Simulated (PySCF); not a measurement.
# Relaxation of doublet RuN(OH)₂

All numbers come from PySCF, UPBE0, basis Ru def2-TZVP with ECP28, N def2-TZVP, O def2-TZVP, H def2-TZVP (scalar-relativistic core potentials, no spin–orbit coupling, density fitting). A (50,194) grid was used.

A hand-made trigonal pyramidal (heavy-atom frame) start, with no symmetry imposed:

Coordinates in bohr (charge 0 multiplicity 2):
```
Ru    0.0915   -0.0093   -0.5299
N     2.9947   -0.0093    1.0138
O    -1.4769    2.7073    1.1380
O    -1.4769   -2.7260    1.1380
H    -0.7881    4.2938    1.6854
H    -3.1953   -2.9227    1.6854
```

(1) What forces act on the atoms at the start (eV/Å)?

(2) What does it relax to?

(3) How much energy is released, and in how many steps?

Results:

(1) 
| atom | Fx | Fy | Fz |
| --- | --- | --- | --- |
| Ru1 | 5.55 | -0.03 | 5.31 |
| N2 | -4.61 | 0.14 | -3.72 |
| O3 | -1.15 | 0.27 | -0.21 |
| O4 | -0.10 | -0.80 | -0.91 |
| H5 | 0.44 | -0.18 | -0.42 |
| H6 | -0.14 | 0.60 | -0.05 |

(2) It ends at Cs with O–H 0.961 Å (×2), Ru–N 1.566 Å, Ru–O 1.887 Å (×2); H–O–Ru 119.4°, H–O–Ru 121.4°, N–Ru–O 117.7°, N–Ru–O 122.8°, O–Ru–O 119.5° (after a last refinement on a finer grid). A frequency run shows a minimum. Other isomers or separated fragments may lie lower.

(3) 210.5 kJ/mol in 18 steps.

With open d or f shells other occupations or spin states may lie lower.

The relaxation took 2.2 min on 4 threads of a shared Arm Neoverse N1 host, with 145 basis functions and 20 gradients; the process peaked at 1.1 GiB. Launch command: `OMP_NUM_THREADS=4 python axn.py task.json out`.
